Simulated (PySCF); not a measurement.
## ZnAs: input and log

State: ⁴Σ⁻ (quartet), unpaired electrons σ ↑, π ↑↑.

An equivalent input (the run itself took its basis sets from the Basis Set Exchange, started from a PBE0 density and held the occupation σ 9α 8β, πx 5α 4β, πy 5α 4β, δx 2α 2β, δy 2α 2β):

```python
from pyscf import gto, dft
mol = gto.M(atom='Zn 0 0 0; As 0 0 2.577', basis={'Zn': 'cc-pVDZ-PP', 'As': 'cc-pVDZ-PP'}, ecp={'Zn': 'cc-pVDZ-PP', 'As': 'cc-pVDZ-PP'},
            charge=0, spin=3, verbose=4, symmetry='C2v')
mf = dft.UKS(mol, xc='R2SCAN')
mf.grids.atom_grid = (80, 434)
mf.grids.prune = dft.gen_grid.treutler_prune
mf.irrep_nelec = {'A1': (11, 10), 'A2': (2, 2), 'B1': (5, 4), 'B2': (5, 4)}
mf.conv_tol = 1e-9
mf.max_cycle = 60
mf.diis_space = 10
mf.kernel()
```

The log (some set-up lines and the per-cycle HOMO/LUMO lines removed):

```
******** <class 'pyscf.dft.uks_symm.SymAdaptedUKS'> ********
method = SymAdaptedUKS
damping factor = 0
level_shift factor = 0
DIIS = <class 'pyscf.scf.diis.CDIIS'>
diis_start_cycle = 1
diis_space = 10
diis_damp = 0
SCF conv_tol = 1e-09
SCF conv_tol_grad = None
SCF max_cycles = 60
number electrons alpha = 23  beta = 20
Set gradient conv threshold to 3.16228e-05
init E= -559.288166721172
cycle= 1 E= -559.289876619266  delta_E= -0.00171  |g|= 0.0768  |ddm|= 0.414
cycle= 2 E= -559.28701049381  delta_E= 0.00287  |g|= 0.162  |ddm|= 0.371
cycle= 3 E= -559.290677829359  delta_E= -0.00367  |g|= 0.00435  |ddm|= 0.247
cycle= 4 E= -559.29068372843  delta_E= -5.9e-06  |g|= 0.00106  |ddm|= 0.0125
cycle= 5 E= -559.290684828643  delta_E= -1.1e-06  |g|= 0.000586  |ddm|= 0.00616
cycle= 6 E= -559.290685131505  delta_E= -3.03e-07  |g|= 9.63e-05  |ddm|= 0.00311
cycle= 7 E= -559.290685136192  delta_E= -4.69e-09  |g|= 2.16e-05  |ddm|= 0.000596
cycle= 8 E= -559.290685136392  delta_E= -2e-10  |g|= 3.82e-06  |ddm|= 5.59e-05
Extra cycle  E= -559.290685136386  delta_E= 5.8e-12  |g|= 7.59e-06  |ddm|= 1.79e-05
converged SCF energy = -559.290685136386  <S^2> = 3.766929  2S+1 = 4.0084556
```

Repeating this along the bond gives Re = 2.490 Å and ωe = 178 cm⁻¹.

A point of this curve took 1.7 CPU seconds beside 0.84 for the integrals, on Arm Neoverse N1 (shared host).

Spin–orbit coupling is left out. The state was picked by a PBE0 search and need not be the measured ground state.
